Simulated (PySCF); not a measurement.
SMILES [CH2]B(CC)CC (C5H12B), doublet, GFN2-xTB optimised geometry.

```
18

C     -0.37    -1.42    -0.03
B      0.37    -0.12     0.00
C     -0.35     1.30     0.00
C     -1.86     1.32    -0.27
C      1.97    -0.12     0.00
C      2.46    -0.27    -1.45
H     -1.37    -1.56     0.36
H      0.05    -2.34    -0.41
H      0.14     1.97    -0.72
H     -0.16     1.75     0.98
H     -2.08     0.90    -1.24
H     -2.39     0.73     0.48
H     -2.24     2.34    -0.24
H      2.38     0.80     0.41
H      2.39    -0.95     0.58
H      2.09    -1.19    -1.89
H      2.11     0.56    -2.05
H      3.55    -0.28    -1.48
```

Density from PySCF with unrestricted PBE0/def2-SVP at that geometry.

Minimum of the electron density along straight lines between bonded atoms, close to the bond critical point (lines longer than 1.1 times the sum of covalent radii, or with two minima, are not listed):

| bond | length / Å | ρ at the minimum / e bohr⁻³ | ∇²ρ there / e bohr⁻⁵ | position (fraction from the first atom) |
|---|---|---|---|---|
| C1–B2 | 1.492 | 0.196 | 0.12 | 0.68 |
| B2–C3 | 1.595 | 0.175 | -0.16 | 0.32 |
| C3–C4 | 1.527 | 0.240 | -0.54 | 0.50 |
| B2–C5 | 1.605 | 0.173 | -0.17 | 0.32 |
| C5–C6 | 1.534 | 0.233 | -0.50 | 0.50 |
| C1–H7 | 1.079 | 0.281 | -1.06 | 0.63 |
| C1–H8 | 1.079 | 0.280 | -1.06 | 0.63 |
| C3–H9 | 1.093 | 0.269 | -0.93 | 0.62 |
| C3–H10 | 1.096 | 0.266 | -0.91 | 0.62 |
| C4–H11 | 1.088 | 0.276 | -1.00 | 0.62 |
| C4–H12 | 1.087 | 0.276 | -1.00 | 0.62 |
| C4–H13 | 1.089 | 0.275 | -1.00 | 0.62 |
| C5–H14 | 1.091 | 0.272 | -0.96 | 0.62 |
| C5–H15 | 1.091 | 0.272 | -0.95 | 0.62 |
| C6–H16 | 1.088 | 0.277 | -1.01 | 0.62 |
| C6–H17 | 1.088 | 0.277 | -1.01 | 0.62 |
| C6–H18 | 1.089 | 0.275 | -1.00 | 0.62 |
